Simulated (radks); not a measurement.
The nuclear charge of the lead ion Pb2+ is varied continuously with 80 electrons held in [Hg]. Method: Dirac Kohn-Sham, LDA (Slater exchange, Perdew-Wang correlation), spin-unpolarised, spherical densities, finite nucleus; Fermi nuclear charge, rms radius 5.5012 fm; computed with a radial shooting solver on a logarithmic mesh with Libxc functionals. By the Hellmann-Feynman theorem dE/dZ = E(electron-nucleus)/Z, the electronic potential at the nucleus (averaged over a nucleus of fixed radius).

Z     E (hartree)  E(electron-nucleus)/Z (hartree)   HOMO  e(HOMO) (eV)  <r> HOMO (bohr)
81    -20272.2846                         -632.023  6s1/2       -16.676            2.379
81.1  -20335.5498                         -633.281  6s1/2       -17.725            2.355
81.2  -20398.9408                         -634.540  6s1/2       -18.789            2.332
81.3  -20462.4579                         -635.801  6s1/2       -19.869            2.309
81.4  -20526.1010                         -637.062  6s1/2       -20.964            2.288
81.5  -20589.8704                         -638.325  6s1/2       -22.075            2.267
81.6  -20653.7661                         -639.589  6s1/2       -23.200            2.246
81.7  -20717.7882                         -640.854  6s1/2       -24.340            2.226
81.8  -20781.9370                         -642.120  6s1/2       -25.495            2.207
81.9  -20846.2124                         -643.388  6s1/2       -26.663            2.188
82    -20910.6146                         -644.657  6s1/2       -27.846            2.170
82.1  -20975.1437                         -645.926  6s1/2       -29.044            2.152
82.2  -21039.7999                         -647.198  6s1/2       -30.255            2.135
82.3  -21104.5833                         -648.470  6s1/2       -31.479            2.118
82.4  -21169.4940                         -649.744  6s1/2       -32.718            2.102
82.5  -21234.5321                         -651.019  6s1/2       -33.970            2.086
82.6  -21299.6977                         -652.295  6s1/2       -35.235            2.070
82.7  -21364.9911                         -653.573  6s1/2       -36.513            2.054
82.8  -21430.4123                         -654.852  6s1/2       -37.805            2.039
82.9  -21495.9615                         -656.132  6s1/2       -39.110            2.025
83    -21561.6387                         -657.413  6s1/2       -40.428            2.010

The central difference of E at Z = 82 is -644.657 hartree, to compare with the third column; the second derivative is -12.7 hartree.
